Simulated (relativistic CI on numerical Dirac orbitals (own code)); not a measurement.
Computed by Dirac-Coulomb-Breit CI, separate exchange-only KLI orbitals for each configuration, QED by a radiative potential, unscaled Slater integrals (own radial code, finite nucleus).

Configuration list (outside the closed core [Ne]): 3s²3p⁶3d⁸, 3s²3p⁵3d⁹, 3s²3p⁴3d¹⁰, 3s3p⁶3d⁹, 3p⁶3d¹⁰, 3s3p⁵3d¹⁰, 3s²3p⁶3d⁷4s, 3s²3p⁶3d⁷4p, 3s²3p⁶3d⁷4d, 3s²3p⁴3d⁹4s, 3s²3p⁶3d⁷4f, 3s²3p⁵3d⁸4s, 3s²3p⁴3d⁹4p, 3s²3p⁶3d⁶4s², 3s²3p⁵3d⁸4p, 3s²3p⁶3d⁶4s4p, 3s²3p⁴3d⁹4d, 3s3p⁵3d⁹4s, 3s²3p⁶3d⁷5s, 3s²3p⁶3d⁶4p², 3s²3p⁶3d⁷5p, 3s3p⁵3d⁹4p, 3s²3p⁵3d⁸4d, 3s²3p⁶3d⁶4s4d, 3s3p⁶3d⁸4s, 3s²3p⁶3d⁷5d, 3s²3p⁶3d⁶4p4d, 3s3p⁵3d⁹4d, 3s²3p⁵3d⁷4s², 3p⁶3d⁹4s, 3s3p⁶3d⁸4p, 3s²3p⁶3d⁷5f, 3s²3p⁵3d⁸4f, 3s²3p⁶3d⁷5g, 3s²3p⁶3d⁶4d², 3p⁶3d⁹4p. Levels of other configurations are missing.

At this charge energies of transitions that change n are usually good to better than 1 %, and those within a shell (Δn = 0) to a few per cent. Terms inside the open d or f shell come out 10 to 20 % too wide with unscaled integrals.

Outline of the computed level scheme of Sn XXV. Lowest level of each configuration: 3s²3p⁶3d⁸ ³F4 at 0.000 eV; 3s²3p⁵3d⁹ ³F°4 at 214.643 eV; 3s3p⁶3d⁹ ³D3 at 392.222 eV; 3s²3p⁴3d¹⁰ ³P2 at 450.746 eV; 3s²3p⁶3d⁷4s ⁵F5 at 500.303 eV.

Some strong electric-dipole decays among the lowest 45 levels: 3s²3p⁵3d⁹ ¹F°3 → 3s²3p⁶3d⁸ ¹G4 (1.1e+12 s⁻¹); 3s²3p⁴3d¹⁰ ¹D2 → 3s²3p⁵3d⁹ ¹F°3 (1.0e+12 s⁻¹); 3s²3p⁴3d¹⁰ ³P1 → 3s²3p⁵3d⁹ ³D°2 (6.2e+11 s⁻¹); 3s²3p⁴3d¹⁰ ³P2 → 3s²3p⁵3d⁹ ³F°3 (5.0e+11 s⁻¹); 3s²3p⁵3d⁹ ³P°0 → 3s²3p⁶3d⁸ ³P1 (4.8e+11 s⁻¹); 3s²3p⁵3d⁹ ³D°3 → 3s²3p⁶3d⁸ ³F4 (4.7e+11 s⁻¹); 3s²3p⁵3d⁹ ³D°2 → 3s²3p⁶3d⁸ ³F3 (4.1e+11 s⁻¹); 3s²3p⁴3d¹⁰ ³P2 → 3s²3p⁵3d⁹ ³D°3 (3.9e+11 s⁻¹).

LS names give the leading component of a level, which can be under half, so a name can repeat, a term be missing and a line seem to break the LS rules.
